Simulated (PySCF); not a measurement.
Si(F)(OH)2(SMe) (CH₅FO₂SSi), SMILES CS[Si](O)(O)F.

The structure is a stationary point at B3LYP-D3(BJ)/def2-SVP. One conformer was computed; it need not be the lowest.

Two levels are set side by side: TDA-PBE/def2-SVPD (PySCF) and TDA-PBE0/def2-SVPD (PySCF). Vertical, same geometry. The lowest singlet is HOMO→LUMO 100 % with PBE and HOMO→LUMO+1 91 % with the other functional; states are paired by order. Differences are taken from unrounded values.

```tsv
quantity	TDA-PBE0	TDA-PBE	TDA-PBE minus TDA-PBE0
lowest singlet excitation (eV)	5.77	5.17	-0.60
lowest triplet excitation (TDA) (eV)	5.29	4.97	-0.32
first bright state (f over 0.05) (eV)	7.85	6.89	-0.96
its oscillator strength	0.08	0.07	-0.01
```

A lower first singlet is the usual sign of a functional without exact exchange. Differences between two approximate levels are no errors against the true value.

Rough cost on one machine, each run with all the roots and properties that it gave: TDA-PBE0 against TDA-PBE about 2 times.
